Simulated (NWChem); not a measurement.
Correlation energy of hydronium (H3O (+1))

```xyz
4

O      0.0000     0.0774     0.0000
H     -0.4720    -0.2067     0.8177
H     -0.4720    -0.2067    -0.8177
H      0.9443    -0.2062     0.0000
```
Charge +1, spin multiplicity 1.

All runs are NWChem calculations. All single points use one geometry, from B3LYP/def2-SVP, a minimum by its harmonic frequencies.

Basis set: def2-QZVP. Each correlation energy counts from its own Hartree-Fock reference.

The correlated methods keep 1 core orbital frozen. No row is a measurement; the coupled-cluster row has its own basis-set and correlation limits.

Order these methods by the correlation energy they give, lowest first: MP2, SCS-MP2, CCSD, CR-CCSD[T].

CR-CCSD[T] (-289.4 mHa), CCSD (-282.2 mHa), SCS-MP2 (-276.9 mHa), MP2 (-276.1 mHa)
